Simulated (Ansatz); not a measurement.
Consider the substitution at a C–O bond: `O=CO[SiH3]` + `O[SiH2]S` → `O=CS[SiH2]O` + `O[SiH3]`.

Calculated with Ansatz (gas phase, PBE0-D4/def2-TZVP geometries, no zero-point term in ΔE). CBS: MP2 limit from def2 TZ/QZ plus the TZ coupled-cluster correction, frozen cores. Functionals use def2-TZVPP. Each species was taken in one conformer, which may not be the lowest.

```tsv
species	ωB97M-V energy (Eh)
`O=CO[SiH3]`	-480.49643
`O[SiH2]S`	-765.37437
`O=CS[SiH2]O`	-878.71987
`O[SiH3]`	-367.14241
```

Task: Work out ΔE.

Result: ΔE = (-878.71987) + (-367.14241) − (-480.49643) − (-765.37437) = 0.00852 Eh = +0.23 eV. CCSD(T)/CBS gives +0.18 eV.

Largest T1 diagnostic among the species: 0.016.

The D4 term adds −0.05 eV with B3LYP and −0.02 eV with PBE0; it sums over pairs of atoms, weighted by their polarisabilities, and B3LYP, whose exchange is more repulsive, gets the larger term. In def2-TZVPP, CCSD(T) changes the Hartree–Fock value by −0.22 eV (the triples alone add −0.05 eV) and MP2 by −0.27 eV.

B3LYP here is the variant with VWN-RPA as its local correlation; programs differ in this.
